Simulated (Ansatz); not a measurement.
SiSn₄. Total charge 0; quintet. Geometry PBE-D4/def2-SVP; atoms count from 1.

```xyz
5

Si   -0.904   -0.108    0.482
Sn    1.635   -0.395   -0.520
Sn    0.191    2.255    0.671
Sn   -1.049    0.665   -2.008
Sn    0.128   -2.416    1.375
```

In the def2 sets Sn takes a core potential; there is no spin–orbit coupling. At PBE0-D4/def2-TZVP a singlet of charge 0 lies 2.16 eV below the quintet, each at its own geometry. The structure comes from a short search, and lower isomers may exist.

(1) Estimate the Mulliken populations from the PBE0/def2-TZVP orbitals of Ansatz.

(2) Where does the spin sit?

(3) And the Mayer bond orders between bonded heavy atoms (over 0.3)?

Answers

(1) 
```tsv
atom	charge (e)	spin (α − β)
Si1	-0.34	-0.04
Sn2	0.08	0.87
Sn3	0.11	0.90
Sn4	0.11	0.90
Sn5	0.04	1.37
```
Mulliken values and Mayer orders depend strongly on the basis.

(2) Summed by element: Si -0.04, Sn 4.04, of 4 unpaired in all. Largest on single atoms: Sn5 1.37, Sn3 0.90, Sn4 0.90.

(3) Si1–Sn2 0.76 (2.74 Å); Si1–Sn3 0.97 (2.61 Å); Si1–Sn4 0.97 (2.61 Å); Si1–Sn5 0.82 (2.68 Å); Sn2–Sn3 0.55 (3.24 Å); Sn2–Sn4 0.55 (3.25 Å); Sn2–Sn5 0.52 (3.15 Å); Sn3–Sn4 0.58 (3.35 Å).
